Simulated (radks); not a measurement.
Task: Pd25+, configuration [Ar] 3d3. Method: scalar-relativistic Kohn-Sham, PBE, spin-polarised, spherical densities, finite nucleus; open shells are filled with parallel spins first (spin-orbit coupling, left out, can overturn this in heavy ions); Fermi nuclear charge, rms radius 4.5318 fm; computed with a radial shooting solver on a logarithmic mesh with Libxc functionals. Some entries of the table are withheld. Estimate them.

orbital,occ.,eigenvalue (Ry),<r> (bohr),<r^2> (bohr^2)
1s up,1,-1854.088,0.03186,0.001371
1s down,1,-1854.084,0.03186,0.001371
2s up,1,-336.4339,0.1376,0.02228
2s down,1,-335.8070,0.1374,0.02223
2p up,3,-309.9564,(1),0.01752
2p down,3,-309.4881,(2),0.01746
3s up,1,(3),0.3522,0.1412
3s down,1,(4),0.3531,0.1419
3p up,3,-104.4606,0.3450,0.1374
3p down,3,-103.7089,0.3462,0.1383
3d up,3,-92.25813,0.3110,0.1126
3d down,0,-91.33598,0.3124,0.1137

Result: 
(1) 2p up <r> (bohr): 0.1199
(2) 2p down <r> (bohr): 0.1197
(3) 3s up eigenvalue (Ry): -113.0615
(4) 3s down eigenvalue (Ry): -112.3378
